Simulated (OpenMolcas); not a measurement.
F V: effect of the active space

```
Program             : OpenMolcas 26.06
Method              : CASSCF or its RAS form
Basis               : ANO-R2
Scalar Hamiltonian  : X2C, finite nucleus
Spin-orbit coupling : RASSI with atomic mean-field integrals over the reference wave functions, term energies averaged over their components
```

A. 3 electrons in 4 orbitals (2s 2p); 2S+1 = 4 odd, 1 root; 2S+1 = 2 odd, 11 roots (8 in the spin-orbit step); 2S+1 = 4 even, 3 roots; 2S+1 = 2 even, 9 roots; cost of the order of 11 core-seconds
B. 3 electrons in 8 orbitals (2s 2p 3s 3p); 2S+1 = 4 odd, 1 root; 2S+1 = 2 odd, 11 roots (8 in the spin-orbit step); 2S+1 = 4 even, 3 roots; 2S+1 = 2 even, 9 roots; cost about 16 core-seconds
C. 3 electrons in 9 orbitals (RAS2 2s 2p; RAS3 3d, at most 2 electrons); 2S+1 = 4 odd, 1 root; 2S+1 = 2 odd, 11 roots (8 in the spin-orbit step); 2S+1 = 4 even, 3 roots; 2S+1 = 2 even, 9 roots; cost of the order of 17 core-seconds

Energies in eV above 2s2 2p 2P* 1/2, the measured ground level; measured values from Moore, Atomic Energy Levels, vol. I, NSRDS-NBS 35 (1971 reprint of NBS Circular 467, 1949).

```csv
Level,A,B,C,Measured
2s2 2p 2P* 1/2,0.0000,0.0000,0.0000,0.0000
2s2 2p 2P* 3/2,0.0846,0.0893,0.0841,0.0925
2s 2p2 4P 1/2,9.8442,9.9296,10.3739,
2s 2p2 4P 3/2,9.8743,9.9598,10.4039,
2s 2p2 4P 5/2,9.9240,10.0095,10.4535,
2s 2p2 2D 3/2,19.6705,19.6302,19.2514,18.9569
2s 2p2 2D 5/2,19.6708,19.6309,19.2519,18.9542
2s 2p2 2S 1/2,25.0757,24.6909,25.2307,24.4949
2s 2p2 2P 1/2,28.0712,27.9496,27.1302,26.6418
2s 2p2 2P 3/2,28.1303,28.0102,27.1884,26.6997
2p3 4S* 3/2,33.9049,33.9003,34.2740,
```

Deviations, from unrounded energies. A percentage is the sum of absolute deviations over the sum of measured energies, with the sign that they share, or ± where signs differ.

```csv
Against measurement,Levels,A,B,C
mean absolute deviation (cm-1),6,6600,5600,3100
fine structure of the ground term (%),1,-8.6,-3.5,-9.1
other configurations (%),5,+4.2,+3.6,+2.0
```

C lies closest to measurement on these levels and A furthest from it. The largest miss of C in the table is 2s 2p2 2S 1/2, by +5900 cm-1. The ranking rests on the paired levels alone, and a cruder setting can come out closer through cancelling errors.

Among A to C the level of the table that moves most is 2s 2p2 2P 3/2, by 7600 cm-1 (lowest in C, highest in A).

Active for correlation alone: 3p 3s; no level in the range computed is led by a configuration that fills them, so any true level of that kind is missing (holds for B). Active for correlation alone: 3d; no level in the range computed is led by a configuration that fills it, so any true level of that kind is missing (holds for C). Measured partners are found by configuration, term and J. A level has none where our copy of the source lacks it or the pairing is in doubt (some pairs that miss far off the trend of their configuration count as doubtful), and it then counts in no deviation. Only configurations of the active space appear. The table leaves out levels that lie high or whose names do not pair safely across all columns.

* marks odd parity.
